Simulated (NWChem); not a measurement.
Molecule: MoH$_{4}$Cl$_{2}$; SMILES [Cl][MoH4][Cl]

def2 effective core potentials on Mo; no spin-orbit coupling.

Question: Give the equilibrium geometry at PBE0/def2-SVP with def2 effective core potentials on Mo (NWChem) as a Z-matrix, with the point group.

Answer: point group Cs; any orientation.
```
Mo
H 1 1.6275
H 2 1.5916 1 60.73
H 1 1.6341 2 60.16 3 -71.24
H 1 1.6470 2 62.20 3 72.81
Cl 1 2.2743 2 79.85 3 -173.67
Cl 1 2.2743 2 137.95 3 -9.33
```
